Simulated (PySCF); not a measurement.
bromine monochloride (BrCl), SMILES ClBr. The structure is a stationary point at B3LYP-D3(BJ)/def2-TZVP.

TDDFT-B3LYP/def2-TZVPD in PySCF puts the lowest singlet excitations at 2.97, 2.97, 5.35, 5.35, 7.75, 7.75 eV.

Problem. What are the lowest excitation roots from ADC(2)/aug-cc-pVDZ in PySCF 2.14.0? (The exact figures need the calculation; the answer reports its results.)

Solution. 3.33, 3.33, 5.89, 5.89, 8.34, 8.34 eV. S1 differs by 0.36 eV (second minus first; roots are paired by order, and the bases may differ).
